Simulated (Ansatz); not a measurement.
Gas-phase electronic energies from Ansatz, PBE0-D4/def2-TZVP geometries. CCSD(T)/CBS adds triple-zeta CCSD(T) − MP2 to the extrapolated MP2 energy (def2 sets, frozen cores). This one scheme is used for every species. DFT in def2-TZVPP. B3LYP here is the variant with VWN-RPA as its local correlation; programs differ in this. Each species was taken in one conformer, which may not be the lowest.

`O[SiH2]CS` + `[SiH3]P` → `O[SiH2][SiH2]P` + CH₃SH  (formal exchange of groups at the Si–C bond)

| level | ΔE (kcal/mol) |
| --- | --- |
| PBE-D4 | -0.6 |
| ωB97X-V | 1.7 |
| r2SCAN | 1.4 |
| PBE0 | 0.0 |
| B3LYP | 1.0 |
| SCS-MP2/def2-TZVPP | 3.4 |
| CCSD(T)/def2-TZVPP | 2.3 |
| SCS-MP2/def2-QZVPP | 3.3 |

Task: What does CCSD(T)/CBS give? (An estimate is asked.)

Result: Computed: +2.2 kcal/mol. The listed levels differ from it by -2.8, -0.5, -0.8, -2.2, -1.2, 1.2, 0.1, 1.1 kcal/mol.

Largest T1 diagnostic among the species: 0.013.
